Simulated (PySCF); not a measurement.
## Electronic structure of Mn²⁺ (manganese, charge +2) at the UHF level

Configuration: [Ar] 3d5, high-spin 6S determinant. Calculation: PySCF 2.14, in aug-cc-pVDZ-DK (7s6p4d2f, 59 functions); the spin-free X2C one-electron Hamiltonian (Gaussian nucleus).

- Total energy: -1156.613751 hartree
- One-electron energy: -1579.2001 hartree
- Hartree (Coulomb) energy: 473.8023 hartree
- Exchange energy: -51.2159 hartree
- ⟨S²⟩: 8.7505
- ⟨L²⟩: 0.000
- Sum of ⟨r⟩: 14.86 bohr
- Sum of ⟨r²⟩: 15.96 bohr²
- Langevin diamagnetic susceptibility: -12.6 ×10⁻⁶ cm³/mol
- Time after the integrals: 0.34 s of wall time on 1 thread of AMD EPYC 7R43 64-Core Processor (shared host)

| shell | electrons | mean orbital energy (eV) | rms radius, mean of both spins (bohr) |
| --- | --- | --- | --- |
| 1s α | 1 | -6615.8 | 0.0703 |
| 1s β | 1 | -6615.8 | 0.0703 |
| 2s α | 1 | -822.61 | 0.302 |
| 2s β | 1 | -818.95 | 0.302 |
| 2p α | 3 | -696.34 | 0.273 |
| 2p β | 3 | -692.67 | 0.273 |
| 3s α | 1 | -128.75 | 0.917 |
| 3s β | 1 | -117.57 | 0.917 |
| 3p α | 3 | -92.294 | 0.986 |
| 3p β | 3 | -78.711 | 0.986 |
| 3d α | 5 | -34.881 | 1.25 |

Densities and radii are taken from the X2C orbitals without a picture-change correction, which distorts them close to the nucleus.
